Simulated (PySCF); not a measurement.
Si(Cl)2(Me)(OH) (CH4Cl2OSi), SMILES C[Si](O)(Cl)Cl. Atoms are numbered in the order given.

```xyz
9

C     -1.1204     1.7433     0.0000
Si     0.0965     0.3440     0.0000
O      1.6317     0.9834     0.0000
Cl    -0.1746    -0.8699    -1.6689
Cl    -0.1746    -0.8699     1.6689
H     -0.9766     2.3715     0.9014
H     -2.1559     1.3516     0.0000
H     -0.9766     2.3715    -0.9014
H      2.3617     0.3389     0.0000
```
Charge 0, spin multiplicity 1.

Geometry: PBE-D3(BJ)/def2-SVP. The values are those of a single conformer.

Computed with TDA-CAM-B3LYP/def2-SVPD run with PySCF.

Vertical excitations.  State labels are in the subgroup Cs.

```json
[
 {"state": "S1", "symmetry": "A\"", "energy (eV)": "7.85", "λ (nm)": "158", "f": "0.006", "main pairs": "HOMO→LUMO 71 %"},
 {"state": "S2", "symmetry": "A\"", "energy (eV)": "8.15", "λ (nm)": "152", "f": "0.044", "main pairs": "HOMO−2→LUMO 64 %, HOMO−2→LUMO+1 11 %"},
 {"state": "S3", "symmetry": "A'", "energy (eV)": "8.25", "λ (nm)": "150", "f": "0.151", "main pairs": "HOMO−1→LUMO 67 %, HOMO−1→LUMO+1 15 %"},
 {"state": "S4", "symmetry": "A\"", "energy (eV)": "8.42", "λ (nm)": "147", "f": "0.034", "main pairs": "HOMO→LUMO+1 48 %, HOMO−4→LUMO 15 %, HOMO−2→LUMO+1 12 %"},
 {"state": "S5", "symmetry": "A'", "energy (eV)": "8.59", "λ (nm)": "144", "f": "0.090", "main pairs": "HOMO−3→LUMO 59 %, HOMO−3→LUMO+1 10 %, HOMO→LUMO+3 10 %"},
 {"state": "S6", "symmetry": "A\"", "energy (eV)": "8.70", "λ (nm)": "143", "f": "0.008", "main pairs": "HOMO−2→LUMO+1 36 %, HOMO→LUMO+1 13 %, HOMO→LUMO 11 %, HOMO−2→LUMO 10 %"},
 {"state": "S7", "symmetry": "A'", "energy (eV)": "8.82", "λ (nm)": "141", "f": "0.047", "main pairs": "HOMO−1→LUMO+1 47 %, HOMO−1→LUMO 19 %, HOMO−1→LUMO+2 15 %"},
 {"state": "S8", "symmetry": "A\"", "energy (eV)": "8.99", "λ (nm)": "138", "f": "0.058", "main pairs": "HOMO−4→LUMO 48 %, HOMO−2→LUMO+1 13 %"},
 {"state": "S9", "symmetry": "A'", "energy (eV)": "9.05", "λ (nm)": "137", "f": "0.026", "main pairs": "HOMO−3→LUMO+1 36 %, HOMO−3→LUMO 19 %, HOMO−5→LUMO 12 %, HOMO→LUMO+3 12 %"},
 {"state": "S10", "symmetry": "A\"", "energy (eV)": "9.20", "λ (nm)": "135", "f": "0.000", "main pairs": "HOMO→LUMO+2 39 %, HOMO→LUMO+5 19 %, HOMO→LUMO+1 13 %, HOMO→LUMO+4 9 %"},
 {"state": "T1", "symmetry": "A\"", "energy (eV)": "7.42", "λ (nm)": "167", "f": "0", "main pairs": "HOMO→LUMO 52 %, HOMO→LUMO+1 19 %, HOMO→LUMO+2 11 %"},
 {"state": "T2", "symmetry": "A\"", "energy (eV)": "7.63", "λ (nm)": "162", "f": "0", "main pairs": "HOMO−2→LUMO 52 %, HOMO−2→LUMO+2 9 %, HOMO−2→LUMO+1 9 %"},
 {"state": "T3", "symmetry": "A'", "energy (eV)": "7.75", "λ (nm)": "160", "f": "0", "main pairs": "HOMO−1→LUMO 46 %, HOMO−1→LUMO+1 26 %"},
 {"state": "T4", "symmetry": "A\"", "energy (eV)": "7.96", "λ (nm)": "156", "f": "0", "main pairs": "HOMO→LUMO+1 25 %, HOMO−4→LUMO 24 %, HOMO−2→LUMO+1 23 %, HOMO→LUMO 6 %"}
]
```
Triplets are in the Tamm–Dancoff approximation.
